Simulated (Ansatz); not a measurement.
Born–Oppenheimer molecular dynamics of BCl3 (4 atoms, charge 0, multiplicity 1). It starts from a relaxed structure.

Computed with Ansatz, RHF/def2-SVP.

```json
{
  "ensemble": "NVT, Nosé–Hoover chain",
  "time step": "2 fs",
  "steps asked": "500",
  "set temperature": "300 K",
  "thermostat": "time constant 50 fs, chain length 3",
  "temperature schedule": "125 steps to 300 K, then 375 steps to 75 K",
  "seed": "775249"
}
```

First frame:

```xyz
4
Properties=species:S:1:pos:R:3
B 0.000 0.000 0.000
Cl 0.000 0.000 1.748
Cl 1.514 0.000 -0.874
Cl -1.514 0.000 -0.874
```

Task: How far do the bonds stretch over the last three quarters of this one trajectory? (Pairs bonded in most of those frames.)

Result: 
```
  bond  mean (Å)  spread (Å)  shortest  longest
B1–Cl2     1.749       0.013      1.72     1.78
B1–Cl3     1.750       0.011      1.72     1.78
B1–Cl4     1.750       0.017      1.70     1.80
```

Mean temperature of the second half: 164 K. The conserved energy stayed within 0.31 meV per atom of its start (net change 0.035 meV per atom), so the integration is sound. The schedule's set-point averaged 150 K over the second half and the system 164 K. A run of 1 ps of so small a system gives no equilibrium averages.

Run time: 4.7 min on 1 thread of Arm Neoverse V2, with other jobs on the host, peak memory 0.12 GiB.
